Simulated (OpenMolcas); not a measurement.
## Cr V: from CASSCF to CASPT2

```json
{"Program": "OpenMolcas 26.06", "Basis": "ANO-RCC-VTZP [6s5p3d2f1g]", "Scalar Hamiltonian": "DKH2, point nucleus", "Active space": "2 electrons in 10 orbitals (3d 4d)", "State averaging": "2S+1 = 3 even, 10 roots; 2S+1 = 1 even, 15 roots", "Spin-orbit coupling": "state interaction with AMFI integrals over the reference wave functions, term energies averaged over their components"}
```

Methods on the same reference wave functions:
A. CASSCF
B. SS-CASPT2, IPEA 0.25 Eh, imaginary shift 0.1 Eh (closed shells correlated: 3s 3p)
C. XMS-CASPT2, IPEA 0.25 Eh, imaginary shift 0.1 Eh (closed shells correlated: 3s 3p)

Energies in cm⁻¹ above 3d² ³F₂, the measured ground level; measured values from Sugar and Corliss, J. Phys. Chem. Ref. Data 6, 317 (1977).

| Level | A | B | C | Measured |
| --- | --- | --- | --- | --- |
| 3d² ³F₂ | 0.0 | 0.0 | 0.0 | 0.0 |
| 3d² ³F₃ | 508 | 511 | 510 | 508 |
| 3d² ³F₄ | 1159 | 1162 | 1161 | 1142 |
| 3d² ¹D₂ | 16093 | 13250 | 13820 | 13188 |
| 3d² ³P₀ | 18898 | 16290 | 16360 | 15492 |
| 3d² ³P₁ | 19074 | 16470 | 16540 | 15677 |
| 3d² ³P₂ | 19461 | 16850 | 16930 | 16041 |
| 3d² ¹G₄ | 24701 | 22710 | 22830 | 22019 |
| 3d² ¹S₀ | 59031 | 52650 | 53470 | 51146 |

Deviations, from unrounded energies. A percentage is the sum of absolute deviations over the sum of measured energies, with the sign that they share, or ± where signs differ.

```csv
Against measurement,Levels,A,B,C
mean absolute deviation (cm-1),8,3000,590,800
fine structure of the ground term (%),2,±1.1,+1.4,+1.3
other terms of the ground configuration (%),6,+17.7,+3.5,+4.8
```

B lies closest to measurement on these levels and A furthest from it. The largest miss of B in the table is 3d² ¹S₀, by +1500 cm-1. The ranking rests on the paired levels alone, and a cruder setting can come out closer through cancelling errors.

Between B and C the level of the table that moves most is 3d² ¹S₀, by 820 cm-1 (lowest in B, highest in C). Moves below CASPT2's spread within the term are not significant.

The mean deviations of B to C differ by less than CASPT2's widest spread within a term (890 cm-1), so their order carries little weight.

From A to B the spin-free energies of the other terms of 3d² shown, above ³F, scale by factors of 0.82 to 0.92, as is usual when dynamic correlation screens the repulsion within a d or f shell.

The lowest spin-free term lies below A's lowest term by 0.298 hartree in B, 0.302 hartree in C.

CASPT2 does not keep the components of a term degenerate, so their means are used; among the terms shown or strongly mixed into the levels shown the widest spread is 890 cm-1 (3d² ³F, C). Active for correlation alone: 4d; no level in the range computed is led by a configuration that fills it, so any true level of that kind is missing. Without dynamic correlation excited terms often stand tens of per cent too high (terms of higher spin than the ground term too low), and those without a measured partner can miss by more than the paired ones (holds for A). Measured partners are found by configuration, term and J. A level has none where our copy of the source lacks it or the pairing is in doubt (some pairs that miss far off the trend of their configuration count as doubtful), and it then counts in no deviation. Only configurations of the active space appear.
